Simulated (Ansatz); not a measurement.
Input file for Ansatz (an electronic-structure program): R-CCSD(T)/aug-cc-pVDZ on boric acid (SMILES OB(O)O) with ghost functions, monomers drawn apart or pushed together.

Ansatz 0.2 input:
```yaml
crystal:
  periodic: [false, false, false]
  atoms:
    - {symbol: O, position_ang: [-0.02765131, -0.57078924, 1.55988282]}
    - {symbol: B, position_ang: [0.28391544, -0.24984030, 0.25821055]}
    - {symbol: O, position_ang: [0.70114689, -1.27120850, -0.55616410]}
    - {symbol: O, position_ang: [0.14055748, 1.06236815, -0.07629553]}
    - {symbol: H, position_ang: [0.08527875, -1.50524595, 1.76027292]}
    - {symbol: H, position_ang: [0.91708235, -1.04059172, -1.46275786]}
    - {symbol: H, position_ang: [0.35372927, 1.30290107, -0.98031794]}
basis:
  gaussian:
    orbitals: aug-cc-pVDZ
    ghost_atoms:
      - {symbol: F, position_ang: [-1.30541378, 1.27653746, 4.84699688]}
      - {symbol: H, position_ang: [-1.00184977, 0.82522653, 4.07800665]}
magnetization: {spin_polarized: false}
correlation: {method: ccsd_t, electrons: outside_noble_gas}
scf: {lower_state_search: off}
```

### Question
Predict the final total energy.

### Answer
-251.9457 hartree (reference determinant -251.2290, T1 diagnostic 0.014).

### Question
How many basis functions does it have, and what does it roughly cost on one machine?

### Answer
151 functions; very roughly 40 core-seconds.
